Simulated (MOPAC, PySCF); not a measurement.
[Nb(Cl)3(OH)2], neutral singlet in the gas phase. 

Cartesian coordinates (Å):
```xyz
8

Nb     0.1345     0.3079     0.0092
Cl     1.6770     0.8475    -1.6437
Cl    -0.0528     1.6439     1.9005
Cl    -1.2215    -1.5653    -0.2259
O     -1.1603     1.3486    -0.8604
H     -1.8309     1.8786    -1.3173
O      1.4286    -0.7398     0.8716
H      2.0977    -1.2893     1.3071
```
Charge 0, spin multiplicity 1.

All levels are single points at this geometry (BP86-D3(BJ)/def2-SVP); Pople sets use spherical d functions. Orbital energies aren't observables, and empty levels follow the basis.

PM6 in MOPAC gives gap (eV) = 9.99.

Problem. Estimate the gap (eV) from each of these levels: B3LYP-D3(BJ)/def2-TZVP in PySCF; PBE-D3(BJ)/def2-TZVP in PySCF; TPSSh-D3(BJ)/def2-TZVP in PySCF; B3LYP/6-311+G** (LANL2DZ on Nb) in PySCF; B3LYP/6-31G* (LANL2DZ on Nb) in PySCF; B3LYP/LANL2DZ in PySCF; BP86/6-31G* (LANL2DZ on Nb) in PySCF; M06-2X/6-31G* (LANL2DZ on Nb) in PySCF; PBE/6-31G* (LANL2DZ on Nb) in PySCF; SVWN5/6-31G* (LANL2DZ on Nb) in PySCF; HF/6-31G* (LANL2DZ on Nb) in PySCF; PM7 in MOPAC.

Solution. 
| level | gap (eV) |
|---|---|
| B3LYP-D3(BJ)/def2-TZVP in PySCF | 5.53 |
| PBE-D3(BJ)/def2-TZVP in PySCF | 3.93 |
| TPSSh-D3(BJ)/def2-TZVP in PySCF | 4.90 |
| B3LYP/6-311+G** (LANL2DZ on Nb) in PySCF | 5.24 |
| B3LYP/6-31G* (LANL2DZ on Nb) in PySCF | 5.21 |
| B3LYP/LANL2DZ in PySCF | 5.20 |
| BP86/6-31G* (LANL2DZ on Nb) in PySCF | 3.67 |
| M06-2X/6-31G* (LANL2DZ on Nb) in PySCF | 7.64 |
| PBE/6-31G* (LANL2DZ on Nb) in PySCF | 3.68 |
| SVWN5/6-31G* (LANL2DZ on Nb) in PySCF | 3.70 |
| HF/6-31G* (LANL2DZ on Nb) in PySCF | 11.86 |
| PM7 in MOPAC | 10.15 |
